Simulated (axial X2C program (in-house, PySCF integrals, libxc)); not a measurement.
Curves of HHoH from open-shell CI on f10 s1

Computed with an axial X2C code built on PySCF integrals: two-component X2C with atomic mean-field Coulomb and Gaunt terms, basis H dyall-v3z, Ho dyall-v3z (cores contracted in-house). Orbitals come from Hartree–Fock averaged over the configuration Ho f10 s1; CI then distributes these electrons over the f, s shells of Ho.

Scan along the symmetric stretch (R is each bond); masses H 1.008 u, Ho 164.930 u, H 1.008 u. Energies in cm⁻¹ from the lowest point; levels are followed by energy order within each Ω. Lowest level at 2.072 Å: 100% f10 s1.

```csv
R (Å),(1)Ω=17/2,(1)Ω=15/2,(1)Ω=13/2,(1)Ω=11/2,(1)Ω=9/2
1.927,1623,2273,2585,2659,2698
1.999,385,990,1288,1380,1432
2.072,0,563,851,956,1018
2.155,408,930,1206,1323,1394
2.238,1519,2005,2272,2397,2474
2.331,3393,3845,4103,4234,4316
2.445,6345,6762,7010,7146,7232
```

(1) Fit the curves (1)Ω=17/2, (1)Ω=15/2, (1)Ω=13/2, (1)Ω=11/2, (1)Ω=9/2 near their minima.

The 5 lowest curves are shown; the next is (1)Ω=7/2, from 1096 cm⁻¹.

Dynamic correlation is missing, so gaps between terms are too wide and other configurations may lie lower; the lowest level listed is that of this model, not necessarily the ground state. At most 4 roots were kept for each Ω > 0 (twice that for Ω = 0) within 2.2 eV of the lowest, so higher up levels can be missing between those listed; levels with Ω > 0 are doubly degenerate and listed once, Ω = 0 levels singly. The molecule was held linear; bending was not examined.

Answers

(1) From the open-shell CI curves, Te from the lowest:

```tsv
level	Te (cm⁻¹)	Re (Å)	ωe (cm⁻¹)
(1)Ω=17/2	0	2.073	1481.4
(1)Ω=15/2	562	2.077	1477.3
(1)Ω=13/2	848	2.078	1476.4
(1)Ω=11/2	954	2.077	1475.7
(1)Ω=9/2	1017	2.076	1475.3
```

Without dynamic correlation distances can be off by several hundredths of an Å (long for ionic bonds, short for multiple bonds) and the wavenumbers are rough.
